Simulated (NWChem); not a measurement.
System: CH5FOSi2; SMILES [Si@H]1(F)CO[SiH2]1

Output (shortened):

```
             Northwest Computational Chemistry Package (NWChem) 7.3.0
             --------------------------------------------------------

 C1  symmetry detected

                             Geometry "geometry" -> ""
                             -------------------------

 Output coordinates in angstroms (scale by  1.889725989 to convert to a.u.)

  No.       Tag          Charge          X              Y              Z
 ---- ---------------- ---------- -------------- -------------- --------------
    1 F                    9.0000     0.31600377     2.19566384    -0.48437646
    2 Si                  14.0000     0.02308895     0.89342014     0.45253261
    3 C                    6.0000    -1.44171563    -0.21225055    -0.11022765
    4 O                    8.0000    -0.76933309    -1.47792976    -0.18521914
    5 Si                  14.0000     0.90323115    -1.20661830    -0.05828729
    6 H                    1.0000    -0.03634220     1.39746246     1.85687178
    7 H                    1.0000    -2.28951302    -0.27789267     0.59344245
    8 H                    1.0000    -1.84862475     0.07988650    -1.09549338
    9 H                    1.0000     1.63718260    -1.39490549    -1.34650105
   10 H                    1.0000     1.52974053    -2.08380987     0.97475283

 Effective nuclear repulsion energy (a.u.)     297.3570258352

                                 NWChem DFT Module
                                 -----------------

 Summary of "ao basis" -> "ao basis" (spherical)
 ------------------------------------------------------------------------------
       Tag                 Description            Shells   Functions and Types
 ---------------- ------------------------------  ------  ---------------------
 F                          6-31+g*                  8       18   4s3p1d
 Si                         6-31+g*                 10       22   5s4p1d
 C                          6-31+g*                  8       18   4s3p1d
 O                          6-31+g*                  8       18   4s3p1d
 H                          6-31+g*                  2        2   2s

[...]

                                NWChem TDDFT Module
                                -------------------

            General Information
            -------------------
           No. of orbitals :     216
            Alpha orbitals :     108
             Beta orbitals :     108
        Alpha frozen cores :       0
         Beta frozen cores :       0
     Alpha frozen virtuals :       0
      Beta frozen virtuals :       0
         Spin multiplicity :       1
    Number of AO functions :     108
        Use of symmetry is : off
      Symmetry adaption is : off
         Schwarz screening :  0.10D-07

              XC Information
              --------------
                  B3LYP Method XC Potential
              Hartree-Fock (Exact) Exchange   0.20
                 Slater Exchange Functional   0.80 local
             Becke 1988 Exchange Functional   0.72 non-local
       Lee-Yang-Parr Correlation Functional   0.81
           VWN I RPA Correlation Functional   0.19 local

             TDDFT Information
             -----------------
          Calculation type : Tamm-Dancoff TDDFT
         Wavefunction type : Restricted singlets
          No. of electrons :      56
           Alpha electrons :      28
            Beta electrons :      28
              No. of roots :       6
          Max subspacesize :    5200
            Max iterations :     100
               Target root :       1
           Target symmetry : none
      Symmetry restriction : off
                 Algorithm : Optimal
        Davidson threshold :  0.10D-03

    6 smallest eigenvalue differences (eV)
--------------------------------------------------------
  No. Spin  Occ  Vir  Irrep   E(Occ)    E(Vir)   E(Diff)
--------------------------------------------------------
    1    1   28   29 a        -0.284    -0.039     6.672
    2    1   27   29 a        -0.289    -0.039     6.818
    3    1   28   30 a        -0.284    -0.022     7.126
    4    1   26   29 a        -0.303    -0.039     7.198
    5    1   27   30 a        -0.289    -0.022     7.272
    6    1   28   31 a        -0.284    -0.010     7.436
--------------------------------------------------------

  Entering Davidson iterations
  Restricted singlet excited states

  Iter   NTrls   NConv    DeltaV     DeltaE      Time
  ----  ------  ------  ---------  ---------  ---------
    1      6       0     0.89E-01   0.10+100       43.6
    2     12       0     0.21E-01   0.12E-01       44.3
    3     18       0     0.13E-01   0.22E-02       39.4
    4     24       0     0.72E-02   0.63E-03       44.3
    5     30       0     0.22E-02   0.13E-03       41.8
    6     36       4     0.59E-03   0.12E-04       46.2
    7     38       5     0.17E-03   0.85E-06       33.2
    8     39       6     0.60E-04   0.73E-07       33.2
  ----  ------  ------  ---------  ---------  ---------
  Convergence criterion met

  Ground state a        -795.227635235654 a.u.

  ----------------------------------------------------------------------------
  Root   1 singlet a              0.209091812 a.u.                5.6897 eV
  ----------------------------------------------------------------------------
     Transition Moments    X  0.35359   Y -0.09451   Z -0.14780
     Dipole Oscillator Strength                    0.0217175161
     Electric Quadrupole                           0.0000000222
     Magnetic Dipole                               0.0000010516
     Total Oscillator Strength                     0.0217185899

[...]
```

Level: B3LYP/6-31+G* (spherical d), TDA. All runs use the structure optimised with PBE0/def2-SVP.

**Question.** Write an input that gives this output.

**Answer.** One answer among several that fit: the input that was run:
```
start job
memory heap 200 mb stack 900 mb global 1100 mb
geometry units angstroms noautoz
  F      0.305554     2.185160    -0.554084
  Si     0.016132     0.916810     0.429257
  C     -1.472817    -0.187546    -0.069028
  O     -0.817218    -1.463296    -0.117171
  Si     0.860684    -1.209137    -0.032078
  H     -0.008900     1.465483     1.817814
  H     -2.306945    -0.220377     0.653034
  H     -1.896041     0.078538    -1.054801
  H      1.566160    -1.447048    -1.327969
  H      1.497441    -2.061193     1.015630
end
basis spherical
  * library 6-31+g*
end
dft
  xc b3lyp
  iterations 150
end
tddft
  cis
  nroots 6
  notriplet
end
task tddft energy
```
